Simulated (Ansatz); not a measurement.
`O[SiH2][SiH2]Br` and `O[SiH2][SiH2]CF` differ in one atom or group.

Ansatz, PBE0-D4/def2-TZVP geometries, multiplicity 1. Each molecule was computed in one conformer, which needn't be the lowest.

Scalar relativity is left out up to krypton.

| property | `O[SiH2][SiH2]Br` |
| --- | --- |
| HOMO energy (B3LYP/def2-TZVPP) / eV | -7.69 |
| size of the dipole moment (ωB97M-V/def2-TZVPP) / D | 0.92 |
| LUMO energy (ωB97M-V/def2-TZVPP) / eV | 0.65 |
| HOMO energy (PBE0/def2-TZVPP) / eV | -7.89 |
| HOMO–LUMO gap (PBE/def2-TZVPP) / eV | 4.73 |
| size of the dipole moment (B3LYP/def2-TZVPP) / D | 0.91 |

Give the same properties after the change, and the shifts. (An estimate is asked.)

The calculation gave: 
```csv
property,`O[SiH2][SiH2]CF`,shift
HOMO energy (B3LYP/def2-TZVPP) / eV,-7.58,0.11
size of the dipole moment (ωB97M-V/def2-TZVPP) / D,1.38,0.46
LUMO energy (ωB97M-V/def2-TZVPP) / eV,1.00,0.35
HOMO energy (PBE0/def2-TZVPP) / eV,-7.77,0.12
HOMO–LUMO gap (PBE/def2-TZVPP) / eV,5.02,0.29
size of the dipole moment (B3LYP/def2-TZVPP) / D,1.38,0.47
```

With PBE0 the HOMO rises by 0.12 eV and the LUMO rises by 0.48 eV, so the gap widens by about 0.36 eV. PBE moves the HOMO by 0.18 eV and ωB97M-V by 0.09 eV. Dipoles are sizes alone; their direction can turn.

B3LYP here is the variant with VWN-RPA as its local correlation; programs differ in this.

Spin–orbit coupling is left out; it splits and shifts lone-pair levels of the heavy atoms by tenths of an eV.
